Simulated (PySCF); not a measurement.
A small calculation by hand: chemical shift, span and skew from a shielding tensor

Al(H)(Et)(OMe) (C3H9AlO), SMILES C[CH2][AlH][O]C. Atoms are numbered in the order given.

```xyz
14

Al     0.0958     0.3114     0.2776
H      0.3567     1.5250     1.2723
C     -1.0275     0.4241    -1.3160
C     -1.7203     1.7792    -1.5276
H     -1.7752    -0.3894    -1.2678
H     -0.4013     0.1713    -2.1923
H     -0.9905     2.6019    -1.6137
H     -2.3845     2.0343    -0.6847
H     -2.3368     1.7958    -2.4421
O      0.8466    -1.1776     0.6270
C      1.6963    -1.6805     1.6142
H      2.6387    -2.0454     1.1672
H      1.9577    -0.9229     2.3788
H      1.2253    -2.5340     2.1346
```
Charge 0, spin multiplicity 1.

The structure is a stationary point at ωB97X-D3(BJ)/def2-SVP. One conformer was computed; it need not be the lowest.

GIAO shieldings from PySCF with PBE0/pcSseg-1, non-relativistic, no solvent. The symmetric part of the tensor of C11 has the principal values 99.7, 106.1, 181.3 ppm. The same nucleus in TMS has σ = 186.3 ppm at this level (PySCF, at its B3LYP-D3(BJ)/def2-TZVP geometry).

### Question
Work out the isotropic shielding, the ¹³C shift against TMS, the span and the skew.

### Answer

σ(iso) = (σ11 + σ22 + σ33)/3 = 129.0 ppm. δ = σ(ref) − σ(iso) = 186.3 − (129.0) = 57.3 ppm.
Span Ω = σ33 − σ11 = 81.6 ppm. Skew κ = 3(σ(iso) − σ22)/Ω = 0.84. Tumbling in solution averages the tensor to δ; in a static solid the shielding alone would spread this spin-1/2 line over Ω.
